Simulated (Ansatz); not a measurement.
# Molecular dynamics of Cl3H5Si2

Input file:

```yaml
crystal:
  periodic: [false, false, false]
  atoms:
    - { symbol: Si, position_ang: [-0.615, -0.9483, 0.1041] }
    - { symbol: Cl, position_ang: [1.6585, -1.909, 0.4747] }
    - { symbol: Cl, position_ang: [-0.6901, -1.9711, -1.6387] }
    - { symbol: Cl, position_ang: [-1.1145, -1.8107, 1.8696] }
    - { symbol: H, position_ang: [-1.8718, -0.1855, -0.05] }
    - { symbol: H, position_ang: [0.941, -0.3294, 0.1809] }
    - { symbol: Si, position_ang: [0.4083, 1.4273, -0.1838] }
    - { symbol: H, position_ang: [0.2833, 2.0635, 1.1205] }
    - { symbol: H, position_ang: [1.6698, 1.7944, -0.8167] }
    - { symbol: H, position_ang: [-0.6694, 1.8688, -1.0606] }
magnetization:
  spin_polarized: true
basis:
  gaussian: { orbitals: STO-3G }
hamiltonian:
  xc: pbe0
  dispersion: d4
md:
  timestep: 0.5
  n_steps: 150
  ensemble: nve
  temperature: 1000.0
  initial_velocities: maxwell_boltzmann
  seed: 92975
```

Command:

```bash
$ ansatz run input.yaml --threads 1 --pin off --max-ram 2048MiB --backend cpu --events-out ev --progress --plain --runs-dir out
```

It starts from a rough guess of a transition structure, not a stationary point.

Output, in part (step lines, the closing report, with atoms numbered from 0):

```
md step     0: t =     0.00 fs  T =  1000.0 K  F+E_penalty+E_count = -52795.20089195 eV  E_kin = 1.034080 eV  conserved = -52794.16681196 eV  (24 SCF iters)
[... lines left out ...]
Total energy: -52796.07868181 eV, -1940.2201050891 hartree
Atom 0 at    -1.501259    -0.769833    -0.175398 Å, force    -0.293315     5.150584     1.099396 eV/Å
Atom 1 at     2.339965    -2.065281     0.315798 Å, force    -0.175414    -0.328253     0.108382 eV/Å
Atom 2 at    -0.553734    -1.879789    -1.421888 Å, force     2.360057    -4.137760    -4.272864 eV/Å
Atom 3 at    -1.066112    -1.291591     1.682980 Å, force     0.052884    -2.493812     4.536082 eV/Å
Atom 4 at    -2.877355    -1.162634    -0.204208 Å, force    -0.773578     0.664155    -0.597967 eV/Å
Atom 5 at     1.249439    -2.856257     0.403230 Å, force     0.365240     0.281223    -0.042748 eV/Å
Atom 6 at     0.209201     0.869083     0.190823 Å, force     0.277032     0.841639    -0.383389 eV/Å
Atom 7 at     0.876117     0.468999     1.445655 Å, force    -0.548940     0.258093    -0.776955 eV/Å
Atom 8 at     1.296690     1.237371    -0.735599 Å, force    -0.753142    -0.869632    -0.133620 eV/Å
Atom 9 at    -0.415393     2.133482     0.341221 Å, force    -0.510825     0.633763     0.463684 eV/Å
Dipole moment:    -0.588096     0.288309    -0.209106 e Å
```

The steps, from the saved trajectory:

```csv
time (fs),T (K),potential energy less start (eV),conserved less start (meV/atom)
0.0,1000,0.000,0.00
2.5,751,0.260,0.23
5.0,752,0.257,0.08
7.5,694,0.317,0.13
10.0,721,0.291,0.25
12.5,1106,-0.109,0.02
15.0,1281,-0.288,0.22
17.5,1696,-0.718,0.08
20.0,2056,-1.091,0.06
22.5,2256,-1.297,0.19
25.0,2515,-1.567,-0.02
27.5,2466,-1.514,0.22
30.0,2618,-1.673,0.00
32.5,2508,-1.558,0.10
35.0,2333,-1.377,0.16
37.5,2246,-1.289,0.00
40.0,1974,-1.004,0.27
42.5,2106,-1.143,0.07
45.0,2220,-1.260,0.16
47.5,2446,-1.493,0.18
50.0,2846,-1.908,0.03
52.5,3113,-2.184,0.15
55.0,3412,-2.494,0.03
57.5,3425,-2.507,0.07
60.0,3300,-2.377,0.12
62.5,3140,-2.213,0.00
65.0,2745,-1.802,0.19
67.5,2508,-1.559,0.03
70.0,2104,-1.141,0.13
72.5,1828,-0.854,0.19
75.0,1850,-0.878,0.07
```

The run went to its last step. The conserved energy stayed within 0.29 meV per atom of its start (net change 0.074 meV per atom), so the integration is sound. The system heated up, since it started high on the potential surface and ran downhill. A run of 0.075 ps of so small a system gives no equilibrium averages. The orbitals stay closed-shell, which can raise the energy where a bond breaks towards radicals; this wasn't checked here. Limits of this set-up: minimal basis.

The step under study would form Si1–Si7, Cl2–H6 and break Si1–Cl2, H6–Si7. These pairs go: Si1–Si7 2.60 → 2.40 Å, Cl2–H6 1.76 → 1.35 Å, Si1–Cl2 2.50 → 4.08 Å, H6–Si7 1.87 → 3.87 Å. In the last frame they stand as after the step (other bonds may differ from the relaxed reactants and products). Also parted: Si1–H6 1.68 → 3.50 Å. It ends as Cl2H4Si2 + ClH. Pairs count as bonded within 1.25 times the sum of covalent radii (0.12 Å more for H–H).

Last frame:

```xyz
10
Properties=species:S:1:pos:R:3
Si -1.501 -0.770 -0.175
Cl 2.340 -2.065 0.316
Cl -0.554 -1.880 -1.422
Cl -1.066 -1.292 1.683
H -2.877 -1.163 -0.204
H 1.249 -2.856 0.403
Si 0.209 0.869 0.191
H 0.876 0.469 1.446
H 1.297 1.237 -0.736
H -0.415 2.134 0.341
```

Time of the run: 4.1 min on 1 thread of AMD EPYC 9R45 (Zen 5), with other jobs on the host, peak memory 0.22 GiB.
